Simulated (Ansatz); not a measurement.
Program: Ansatz 0.2.0.

A structure relaxed at PBE0-D4/def2-TZVP, charge 0, multiplicity 1:

| atom | x (Å) | y (Å) | z (Å) |
| --- | --- | --- | --- |
| In1 | 0.4795 | 0.9619 | 1.8663 |
| B2 | -0.0049 | 0.0667 | -0.1008 |
| C3 | -0.3817 | -1.1614 | -1.0313 |
| N4 | -0.1907 | 0.2206 | -1.4262 |
| H5 | 2.1008 | 1.0364 | 2.4639 |
| H6 | -0.7468 | 1.5693 | 2.9237 |
| H7 | 0.3763 | -1.8769 | -1.3475 |
| H8 | -1.3989 | -1.5498 | -1.0613 |
| H9 | -0.2335 | 0.7333 | -2.2868 |

**Question.** Give its formula and SMILES.

**Answer.** CH5BInN, `[InH2][B]1CN1`.

**Question.** Point group (tolerance 0.08 Å, 0.16 Å for H)?

**Answer.** Cs.

**Question.** Summarise the bond lengths by kind.

**Answer.** 1 × B–In 2.215 Å; 2 × H–In 1.729 Å; 1 × B–C 1.586 Å; 1 × B–N 1.347 Å; 1 × C–N 1.450 Å; 2 × C–H 1.089 Å; 1 × H–N 1.003 Å.
